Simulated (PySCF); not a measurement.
PySCF input file for MoFH5, SMILES [F][MoH5], multiplicity 1, B3LYP-D3(BJ)/def2-TZVP. The structure is a stationary point at B3LYP-D3(BJ)/def2-TZVP. The geometry has at least one imaginary mode, so it is a saddle point at that level. The multiplicity is an assumed one; other spin states were not compared. The def2 effective core potentials stand for the cores of Mo; spin–orbit coupling is left out.

```python
import numpy as np
from pyscf import gto, scf, dft, df
from pyscf.hessian import thermo

mol = gto.M(
    atom='''
    Mo   -0.00000000    0.00000000    0.21825272
    F     0.00000000   -0.00000000   -1.72793151
    H     0.98642616    0.98642616    1.12430702
    H    -0.00000000    0.00000000    1.88754131
    H    -0.98642615   -0.98642616    1.12430702
    H    -0.98642617    0.98642616    1.12430702
    H     0.98642617   -0.98642616    1.12430703
    ''',
    basis='def2-TZVP',
    ecp={'Mo': 'def2-tzvp'},
    charge=0,
    spin=0,
    max_memory=1600,
    verbose=3,
)
mf = dft.RKS(mol, xc='b3lyp').density_fit(auxbasis='def2-universal-jkfit')
mf.disp = 'd3bj'
mf.grids.level = 3
mf.conv_tol = 1e-11
mf.max_cycle = 100
mf.kernel()

# [left out here: the lines that compute and print the analytic Hessian (its translational invariance restored by hand, since the grid's response is missing), thermochemistry and intensities]
```

It prints:

```
converged SCF energy = -171.049108468972

WARN: DFTD3 does not support analytical Hessian, using finite difference


WARN: Mole.unit (angstrom) is changed to Bohr

Mode                                 0                   1                   2
Irrep
Freq [cm^-1]                     -372.1993           -372.1555            189.3557
Reduced mass [au]                   1.1117              1.1117              1.1178
Force const [Dyne/A]               -0.0907             -0.0907              0.0236
Char temp [K]                    -535.5119           -535.4489            272.4407
Normal mode                   x     y     z       x     y     z       x     y     z
       0  Mo                 0.02 -0.02  0.00    0.02  0.02 -0.00   -0.01 -0.01 -0.00
       1   F                -0.03  0.03  0.00   -0.03 -0.03  0.00    0.04  0.04  0.00
       2   H                -0.46  0.46 -0.00   -0.01 -0.01  0.14    0.21  0.22 -0.47
       3   H                -0.05  0.05  0.00   -0.05 -0.05  0.00    0.31  0.30 -0.00
       4   H                -0.46  0.46  0.00   -0.01 -0.01 -0.14    0.21  0.22  0.47
       5   H                -0.01  0.01 -0.14   -0.46 -0.46 -0.00   -0.14 -0.14  0.00
       6   H                -0.01  0.01  0.14   -0.46 -0.46  0.00   -0.14 -0.14 -0.00
Mode                                 3                   4                   5
Irrep
Freq [cm^-1]                      189.3692            501.7583            529.0816
Reduced mass [au]                   1.1178              1.0080              1.0080
Force const [Dyne/A]                0.0236              0.1495              0.1662
Char temp [K]                     272.4601            721.9184            761.2307
Normal mode                   x     y     z       x     y     z       x     y     z
       0  Mo                 0.01 -0.01  0.00   -0.00  0.00  0.00    0.00 -0.00 -0.00
       1   F                -0.04  0.04  0.00    0.00 -0.00 -0.00   -0.00  0.00 -0.00
       2   H                 0.14 -0.14 -0.00   -0.35  0.35 -0.00    0.20  0.20 -0.41
       3   H                -0.30  0.31  0.00    0.00 -0.00 -0.00   -0.00  0.00 -0.00
       4   H                 0.14 -0.14  0.00    0.35 -0.35 -0.00   -0.20 -0.20 -0.41
       5   H                -0.22  0.21 -0.47    0.35  0.35  0.00    0.20 -0.20  0.41
       6   H                -0.22  0.21  0.47   -0.35 -0.35 -0.00   -0.20  0.20  0.41
Mode                                 6                   7                   8
Irrep
Freq [cm^-1]                      596.0007            961.4341            961.4416
Reduced mass [au]                  17.4092              1.0132              1.0132
Force const [Dyne/A]                3.6435              0.5518              0.5518
Char temp [K]                     857.5123           1383.2896           1383.3004
Normal mode                   x     y     z       x     y     z       x     y     z
       0  Mo                 0.00  0.00  0.04    0.00  0.00 -0.00   -0.00  0.00  0.00
       1   F                -0.00  0.00 -0.21   -0.01 -0.01  0.00    0.01 -0.01 -0.00
       2   H                -0.01 -0.01  0.05    0.14  0.14 -0.28    0.00 -0.00 -0.00
       3   H                -0.00 -0.00 -0.00   -0.61 -0.61 -0.00    0.61 -0.61  0.00
       4   H                 0.01  0.01  0.05    0.14  0.14  0.28    0.00 -0.00  0.00
       5   H                 0.01 -0.01  0.05   -0.00 -0.00  0.00   -0.14  0.14 -0.28
       6   H                -0.01  0.01  0.05   -0.00 -0.00 -0.00   -0.14  0.14  0.28
Mode                                 9                  10                  11
Irrep
Freq [cm^-1]                      972.0092           1998.6430           2005.1796
Reduced mass [au]                   1.0413              1.0178              1.0080
Force const [Dyne/A]                0.5797              2.3955              2.3879
Char temp [K]                    1398.5048           2875.6023           2885.0070
Normal mode                   x     y     z       x     y     z       x     y     z
       0  Mo                -0.00 -0.00 -0.02   -0.00 -0.00 -0.01    0.00  0.00 -0.00
       1   F                 0.00  0.00  0.01    0.00  0.00 -0.01   -0.00 -0.00 -0.00
       2   H                -0.20 -0.20  0.40    0.00  0.00  0.02   -0.29 -0.29 -0.29
       3   H                 0.00  0.00 -0.04   -0.00 -0.00  0.99   -0.00 -0.00  0.00
       4   H                 0.20  0.20  0.40   -0.00 -0.00  0.02    0.29  0.29 -0.29
       5   H                 0.20 -0.20  0.40   -0.00  0.00  0.02   -0.29  0.29  0.29
       6   H                -0.20  0.20  0.40    0.00 -0.00  0.02    0.29 -0.29  0.29
Mode                                12                  13                  14
Irrep
Freq [cm^-1]                     2058.1878           2058.1930           2065.6835
Reduced mass [au]                   1.0260              1.0260              1.0197
Force const [Dyne/A]                2.5606              2.5606              2.5636
Char temp [K]                    2961.2739           2961.2815           2972.0587
Normal mode                   x     y     z       x     y     z       x     y     z
       0  Mo                 0.01 -0.01  0.00    0.01  0.01 -0.00    0.00 -0.00 -0.01
       1   F                -0.00  0.00  0.00   -0.00 -0.00 -0.00   -0.00  0.00 -0.00
       2   H                -0.03  0.03 -0.00   -0.41 -0.41 -0.39    0.29  0.29  0.28
       3   H                -0.00  0.00  0.00   -0.00 -0.00  0.00    0.00  0.00 -0.03
       4   H                -0.03  0.03  0.00   -0.41 -0.41  0.39   -0.29 -0.29  0.28
       5   H                -0.41  0.41  0.39   -0.03 -0.03 -0.00   -0.29  0.29  0.28
       6   H                -0.41  0.41 -0.39   -0.03 -0.03  0.00    0.29 -0.29  0.28
temperature 298.1500 [K]
pressure 101325.00 [Pa]
Rotational constants [GHz] 64.40766 6.86110 6.86110
Symmetry number 4
Zero-point energy (ZPE) 0.03437 [Eh]   90236.335 [J/mol]
                           tot       elec      trans        rot        vib
Entropy [J/mol/K]       276.943      0.000    168.453     81.308     27.182
Cv [J/mol/K]             60.443      0.000     12.472     12.472     35.500
Cp [J/mol/K]             68.758      0.000     20.786     12.472     35.500
Internal energy [J/mol]                      3718.434   3718.434  95152.994
Internal energy [Eh]   -171.01003  -171.04911
Enthalpy [J/mol]                             6197.391   3718.434  95152.994
Enthalpy [Eh]          -171.00909
Gibbs free energy [J/mol]                  -44026.790 -20523.401  87048.602
Gibbs free energy [Eh] -171.04054
mode   freq/cm-1   IR/(km/mol)
   1     -372.20        18.633
   2     -372.16        18.636
   3      189.36        38.894
   4      189.37        38.899
   5      501.76         0.000
   6      529.08         0.000
   7      596.00       148.725
   8      961.43        70.128
   9      961.44        70.126
  10      972.01       179.586
  11     1998.64        20.060
  12     2005.18         0.000
  13     2058.19        54.011
  14     2058.19        54.010
  15     2065.68        16.396
max |gradient| / (hartree/bohr): 3.714845236148863e-05
APT charges: [ 0.9279 -0.7674 -0.0509  0.043  -0.0509 -0.0509 -0.0509]
```

Self-consistency was reached. The end point has an imaginary mode, so it is no minimum.

Cost: roughly 50 core-seconds.
